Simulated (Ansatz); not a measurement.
`C[CH2][SbH2]` → `[SbH3]` + `C=C` at 700 K and 1 bar (β-hydride elimination).

Gas-phase electronic energies from Ansatz, PBE0-D4/def2-TZVP geometries. CCSD(T)/CBS is the MP2 limit (def2-TZVPP, def2-QZVPP) plus CCSD(T) − MP2 in def2-TZVPP, frozen cores. This one scheme is used for every species. Elements past krypton have def2 core potentials. For Sb outer-core shells are correlated without core-valence functions, which leaves a few kJ/mol of doubt a bond.

```csv
species,CCSD(T)/CBS energy (Eh),H − E (kJ/mol),S (J/(mol·K))
`C[CH2][SbH2]`,-320.31453,270.5,411.9
`[SbH3]`,-241.78682,81.5,275.4
`C=C`,-78.48111,168.9,268.4
```

H − E and S are ideal-gas, rigid-rotor, harmonic terms from PBE0-D4/def2-TZVP. 1 Eh = 2625.50 kJ/mol, R = 8.31446 J/(mol·K).

**Question.** By hand: ΔE, ΔH, ΔS and ΔG.

**Answer.** ΔE = (-241.78682) + (-78.48111) − (-320.31453) = 0.04660 Eh = 122.3 kJ/mol. Δ(H − E) = 81.5 + 168.9 − 270.5 = -20.1, so ΔH = 102.2 kJ/mol. ΔS = 275.4 + 268.4 − 411.9 = 131.9 J/(mol·K). ΔG = 102.2 − 700 × (131.9)/1000 = 9.9 kJ/mol.

**Question.** By hand: the equilibrium constant, and the temperature at which ΔG would vanish if ΔH and ΔS stayed fixed.

**Answer.** log₁₀ K = −ΔG/(RT ln 10) = -0.7. ΔG = 0 at ΔH/ΔS = 775 K.

The number of gas molecules changes by +1, which sets the sign of ΔS. A doubt of 5 kJ/mol in ΔE shifts log₁₀ K by 0.4 here. These are equilibria of isolated gas molecules and say nothing of rates. Largest T1 diagnostic: 0.014 (customary marks: 0.02 for closed shells, 0.045 for open ones).
